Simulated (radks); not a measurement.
Question: The phosphorus ion P4+, [Ne] 3s1. All-electron calculation, non-relativistic Kohn-Sham, exchange-only LDA, spin-polarised, spherical densities, point nucleus. Program: a radial shooting solver on a logarithmic mesh with Libxc functionals. Every spin shell is full or empty, so the densities are truly spherical. Functionals are evaluated on that one density, not self-consistently. Rank these exchange functionals by their error against the exact value of the orbitals, and give that value: LDA, B88, PBEsol, revPBE, RPBE, G96, APBE, revTPSS, SCAN, MS2, MVS.

Answer: Exact: -21.2400 hartree. From best to worst, with 100 (|E| - |E exact|)/|E exact| (equal figures are ties): B88 -0.01, RPBE +0.04, G96 +0.10, revPBE -0.11, MS2 +0.13, MVS -0.23, SCAN +0.29, revTPSS -0.40, APBE +0.58, PBEsol -3.64, LDA -8.36.
